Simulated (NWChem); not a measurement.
System: AlHSCl2; SMILES [SH][Al]([Cl])[Cl]

NWChem input:

```
start job
memory heap 200 mb stack 900 mb global 1100 mb
geometry units angstroms noautosym nocenter noautoz
  Al    -0.011474    -0.029089     0.000367
  Cl     0.337299    -2.085966    -0.000812
  Cl    -1.973722     0.693027     0.000423
  S      1.675023     1.325914     0.001519
  H      0.884050     2.423287     0.002035
end
basis spherical
  * library sto-3g
end
dft
  xc b3lyp
  iterations 150
end
property
  response 1 0.0773
end
task dft property
```

NWChem printed, in part:

```
             Northwest Computational Chemistry Package (NWChem) 7.3.0
             --------------------------------------------------------

                             Geometry "geometry" -> ""
                             -------------------------

 Output coordinates in angstroms (scale by  1.889725989 to convert to a.u.)

  No.       Tag          Charge          X              Y              Z
 ---- ---------------- ---------- -------------- -------------- --------------
    1 Al                  13.0000    -0.01147400    -0.02908900     0.00036700
    2 Cl                  17.0000     0.33729900    -2.08596600    -0.00081200
    3 Cl                  17.0000    -1.97372200     0.69302700     0.00042300
    4 S                   16.0000     1.67502300     1.32591400     0.00151900
    5 H                    1.0000     0.88405000     2.42328700     0.00203500

 Effective nuclear repulsion energy (a.u.)     296.8899207336

                              NWChem Property Module
                              ----------------------

                                 NWChem DFT Module
                                 -----------------

 Summary of "ao basis" -> "ao basis" (spherical)
 ------------------------------------------------------------------------------
       Tag                 Description            Shells   Functions and Types
 ---------------- ------------------------------  ------  ---------------------
 Al                          sto-3g                  5        9   3s2p
 Cl                          sto-3g                  5        9   3s2p
 S                           sto-3g                  5        9   3s2p
 H                           sto-3g                  1        1   1s

            General Information
            -------------------
          SCF calculation type: DFT
          Wavefunction type:  closed shell.
          No. of atoms     :     5
          No. of electrons :    64
           Alpha electrons :    32
            Beta electrons :    32
          Charge           :     0
          Spin multiplicity:     1
          Use of symmetry is: off; symmetry adaption is: off
          Maximum number of iterations: 150
          AO basis - number of functions:    37
                     number of shells:    21
          Convergence on energy requested:  1.00D-06
          Convergence on density requested:  1.00D-05
          Convergence on gradient requested:  5.00D-04

              XC Information
              --------------
                         B3LYP Method XC Potential
                     Hartree-Fock (Exact) Exchange  0.200
                        Slater Exchange Functional  0.800 local
                    Becke 1988 Exchange Functional  0.720 non-local
              Lee-Yang-Parr Correlation Functional  0.810
                  VWN I RPA Correlation Functional  0.190 local

             Grid Information
             ----------------
          Grid used for XC integration:  medium
          Radial quadrature: Mura-Knowles
          Angular quadrature: Lebedev.
          Tag              B.-S. Rad. Rad. Pts. Rad. Cut. Ang. Pts.
          ---              ---------- --------- --------- ---------
          Al                  1.25       88           8.0       590
          Cl                  1.00       88          11.0       590
          S                   1.00       88           9.0       590
          H                   0.35       45          10.0       434
          Grid pruning is: on
          Number of quadrature shells:   397
          Spatial weights used:  Erf1

      Superposition of Atomic Density Guess
      -------------------------------------

 Sum of atomic energies:       -1541.54739585

      Non-variational initial energy
      ------------------------------

 Total energy =   -1541.435201
 1-e energy   =   -2737.875931
 2-e energy   =     899.550809
 HOMO         =      -0.129214
 LUMO         =       0.220675

   convergence    iter        energy       DeltaE   RMS-Dens  Diis-err
 ---------------- ----- ----------------- --------- --------- ---------
 d= 0,ls=0.0,diis     1  -1544.3352602611 -1.84D+03  6.03D-02  4.84D-01
 d= 0,ls=0.0,diis     2  -1544.3138718188  2.14D-02  3.34D-02  7.05D-01
 d= 0,ls=0.0,diis     3  -1544.4598618112 -1.46D-01  5.69D-03  6.61D-03
 d= 0,ls=0.0,diis     4  -1544.4615607174 -1.70D-03  1.55D-03  8.66D-04
 d= 0,ls=0.0,diis     5  -1544.4618092189 -2.49D-04  1.47D-04  9.93D-06
  Resetting Diis
 d= 0,ls=0.0,diis     6  -1544.4618115637 -2.34D-06  2.13D-05  1.24D-07
 d= 0,ls=0.0,diis     7  -1544.4618116032 -3.95D-08  3.81D-06  1.57D-09

         Total DFT energy =    -1544.461811603214
      One electron energy =    -2734.892238733526
           Coulomb energy =      994.904470919462
    Exchange-Corr. energy =     -101.363964522741
 Nuclear repulsion energy =      296.889920733590

 Numeric. integr. density =       63.999998049089

                       DFT Final Molecular Orbital Analysis
                       ------------------------------------

 Vector   30  Occ=2.000000D+00  E=-2.411392D-01
              MO Center= -5.8D-01, -9.4D-01, -2.9D-04, r^2= 4.2D+00
   Bfn.  Coefficient  Atom+Function         Bfn.  Coefficient  Atom+Function
  ----- ------------  ---------------      ----- ------------  ---------------
    16      0.790098  2 Cl px                26     -0.652792  3 Cl py
    12     -0.218280  2 Cl px                22      0.180162  3 Cl py
    25     -0.078138  3 Cl px                33     -0.038502  4 S  s
    37      0.037627  5 H  s                 35      0.034083  4 S  py

 Vector   31  Occ=2.000000D+00  E=-2.273275D-01
              MO Center=  3.5D-01,  4.5D-01,  7.3D-04, r^2= 5.4D+00
   Bfn.  Coefficient  Atom+Function         Bfn.  Coefficient  Atom+Function
  ----- ------------  ---------------      ----- ------------  ---------------
    34      0.571832  4 S  px                25      0.443677  3 Cl px
    16      0.370236  2 Cl px                26      0.363796  3 Cl py
    17      0.282525  2 Cl py                33      0.277954  4 S  s
    35      0.205686  4 S  py                30     -0.186331  4 S  px
     6     -0.183105  1 Al s                 21     -0.121454  3 Cl px

 Vector   32  Occ=2.000000D+00  E=-1.726756D-01
              MO Center=  1.5D+00,  1.2D+00,  1.4D-03, r^2= 1.7D+00
   Bfn.  Coefficient  Atom+Function         Bfn.  Coefficient  Atom+Function
  ----- ------------  ---------------      ----- ------------  ---------------
    36      0.976804  4 S  pz                32     -0.306556  4 S  pz
     9      0.191094  1 Al pz                18     -0.166187  2 Cl pz
    27     -0.159633  3 Cl pz                 5     -0.082259  1 Al pz
    14      0.044896  2 Cl pz                23      0.043100  3 Cl pz

 Vector   33  Occ=0.000000D+00  E= 8.313099D-02
              MO Center=  3.7D-02,  4.8D-02,  4.1D-04, r^2= 3.2D+00
   Bfn.  Coefficient  Atom+Function         Bfn.  Coefficient  Atom+Function
  ----- ------------  ---------------      ----- ------------  ---------------
     6      1.085005  1 Al s                 17     -0.507420  2 Cl py
    25     -0.502809  3 Cl px                34      0.449407  4 S  px
    35      0.376105  4 S  py                 2     -0.313554  1 Al s
    24     -0.253626  3 Cl s                 15     -0.241393  2 Cl s
    33     -0.206860  4 S  s                 26      0.204603  3 Cl py

 Vector   34  Occ=0.000000D+00  E= 9.810180D-02
              MO Center=  4.6D-02,  1.4D-02,  4.1D-04, r^2= 2.1D+00
   Bfn.  Coefficient  Atom+Function         Bfn.  Coefficient  Atom+Function
  ----- ------------  ---------------      ----- ------------  ---------------
     9      1.014349  1 Al pz                 5     -0.399444  1 Al pz
    36     -0.331379  4 S  pz                18     -0.267108  2 Cl pz
    27     -0.264269  3 Cl pz                32      0.097707  4 S  pz
    14      0.068319  2 Cl pz                23      0.067599  3 Cl pz

 Vector   35  Occ=0.000000D+00  E= 2.297559D-01
              MO Center=  1.0D+00,  1.6D+00,  1.6D-03, r^2= 2.2D+00
   Bfn.  Coefficient  Atom+Function         Bfn.  Coefficient  Atom+Function
  ----- ------------  ---------------      ----- ------------  ---------------
    37      1.007256  5 H  s                 35     -0.753946  4 S  py
    33     -0.450083  4 S  s                 34      0.442342  4 S  px
     8     -0.411986  1 Al py                17     -0.242185  2 Cl py
    31      0.204269  4 S  py                 7      0.202528  1 Al px
    25      0.153163  3 Cl px                 4      0.148224  1 Al py

     Multipole analysis of the density
     ---------------------------------

     L   x y z        total         alpha         beta         nuclear
     -   - - -        -----         -----         ----         -------
     0   0 0 0     -0.000000    -32.000000    -32.000000     64.000000

     1   1 0 0      0.508605      0.522582      0.522582     -0.536559
     1   0 1 0      0.799357      0.796718      0.796718     -0.794080
     1   0 0 1      0.000583     -0.022855     -0.022855      0.046293

     2   2 0 0    -40.086410   -223.296444   -223.296444    406.506479
     2   1 1 0      1.773911     -3.518313     -3.518313      8.810537
     2   1 0 1     -0.000217     -0.042256     -0.042256      0.084295
     2   0 2 0    -37.839880   -226.306423   -226.306423    414.772966
     2   0 1 1     -0.002882     -0.127849     -0.127849      0.252817
     2   0 0 2    -31.543657    -15.771930    -15.771930      0.000204

 *** CALLING NEW AORESP DRIVER FOR CLOSED AND OPEN SHELLS ***
 Entering AOResponse driver routine

--------------------------------------------------------------------------------

          -----------------------------------------------
          Solving response equations for perturbing field
          -----------------------------------------------

 number of frequencies:     1
 frequency in a.u.:  0.7730000E-01
 Perturbing field: electric
 Using El. Dipole Length Gauge

 Setting up CPKS with frequency omega =      0.07730000 a.u.

                            NWChem Dynamic CPHF Module
                            --------------------------

    scftype = RHF
    nclosed =   32
      nopen =    0
  variables =      320
  num. vecs =        3
  tolerance =   1.0D-04
  max. iter =   50

 SCF residual:    4.3260327380036033E-005

Iterative solution of linear equations
  No. of variables      320
  No. of equations        3
  Maximum subspace       30
       Convergence  1.0D-04

   iter   nsub   residual    time
   ----  ------  --------  ---------
     1      3    3.96D+00       5.3
     2      6    5.69D-01       7.2
     3      9    9.99D-02       9.1
     4     12    1.49D-02      10.9
     5     15    4.24D-04      12.9
     6     18    4.92D-05      14.9

 Electric Dipole Response Matrix (nonzero elements):

              1        2        3
    1   35.2782   1.1300   0.0062
    2    1.1300  39.3133   0.0197
    3    0.0062   0.0197   7.2249

 ------------------------------------------
 average:        27.27214 + I       0.00000

 DFT Linear Response polarizability / au
 Frequency  =       0.0773000 / au
 Wavelength =     589.4353558 / nm
              X              Y              Z
 -----------------------------------------------
 X      35.2782089      1.1300278      0.0061558
 Y       1.1299793     39.3132546      0.0197137
 Z       0.0061558      0.0197137      7.2249443
 -----------------------------------------------
 Eigenvalues =      34.9832955     39.6081811      7.2249311
 Isotropic   =      27.2721359
 Anisotropic =      30.3363746
 -----------------------------------------------

 Magnetic Dipole Response Matrix (nonzero elements):
```

Level: B3LYP/STO-3G. STO-3G and 3-21G are far too small for this property and stand as cheap habits. Coordinates come from a PBE0/def2-SVP optimisation.
